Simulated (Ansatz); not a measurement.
One change: `OC(Cl)Cl` becomes `N[SiH2]C(Cl)Cl`.

Ansatz, PBE0-D4/def2-TZVP geometries, multiplicity 1. Each molecule was computed in one conformer, which needn't be the lowest.

```tsv
property	`OC(Cl)Cl`
HOMO–LUMO gap (ωB97M-V/def2-TZVPP) / eV	12.87
LUMO energy (B3LYP/def2-TZVPP) / eV	-0.56
size of the dipole moment (PBE/def2-TZVPP) / D	0.87
size of the dipole moment (ωB97M-V/def2-TZVPP) / D	0.78
HOMO–LUMO gap (PBE0/def2-TZVPP) / eV	8.44
HOMO energy (B3LYP/def2-TZVPP) / eV	-8.41
```

Question: What does the change do to each property? (Estimate.)

Answer: Computed: 
```csv
property,`N[SiH2]C(Cl)Cl`,shift
HOMO–LUMO gap (ωB97M-V/def2-TZVPP) / eV,11.61,-1.26
LUMO energy (B3LYP/def2-TZVPP) / eV,-0.36,0.20
size of the dipole moment (PBE/def2-TZVPP) / D,2.58,1.71
size of the dipole moment (ωB97M-V/def2-TZVPP) / D,2.62,1.84
HOMO–LUMO gap (PBE0/def2-TZVPP) / eV,7.48,-0.96
HOMO energy (B3LYP/def2-TZVPP) / eV,-7.36,1.05
```

With PBE0 the HOMO rises by 1.12 eV and the LUMO rises by 0.16 eV, so the gap narrows by about 0.96 eV. PBE moves the HOMO by 0.99 eV and ωB97M-V by 1.14 eV. Dipoles are sizes alone; their direction can turn.

B3LYP here is the variant with VWN-RPA as its local correlation; programs differ in this.
